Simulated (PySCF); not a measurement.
Mapped SMILES: `[CH:1]#[C:2][P@@:3]([CH3:4])(=[O:5])[C:6]([CH3:7])=[O:8]`. Each H is labelled by its parent atom.

GIAO PBE0/pcSseg-1 shifts (PySCF 2.14.0 with density-fitted response routines, gas phase, non-relativistic, equivalent atoms averaged), each against references optimised in the same way as the molecule (TMS, H3PO4, H2O).

On the GFN2-xTB geometry: C6 220.5, C1 99.2, C2 85.1, C7 30.4, C4 18.1, P3 -19.7, O8 722.1, O5 101.9, H(C7) 2.85, H(C1) 2.43, H(C4) 1.59 ppm.

Problem. What changes on the PBE0-D3(BJ)/def2-SVP geometry?

Solution. 
| atoms | δ (ppm) | change |
| --- | --- | --- |
| C6 | 221.4 | +0.9 |
| C1 | 99.4 | +0.2 |
| C2 | 82.4 | -2.7 |
| C7 | 30.2 | -0.2 |
| C4 | 15.5 | -2.6 |
| P3 | -23.0 | -3.3 |
| O8 | 733.4 | +11.3 |
| O5 | 104.8 | +2.9 |
| H(C7) | 2.70 | -0.15 |
| H(C1) | 2.81 | +0.38 |
| H(C4) | 1.52 | -0.07 |

Bonds between heavy atoms that differ most (equivalent bonds averaged): P3–O5 1.468 → 1.494 Å, P3–C4 1.824 → 1.803 Å, C1–C2 1.201 → 1.215 Å, P3–C6 1.880 → 1.890 Å, C6–C7 1.489 → 1.495 Å. Mean change of bonds to hydrogen: C–H +0.013 Å. The two structures also differ in conformation, which adds to the changes.
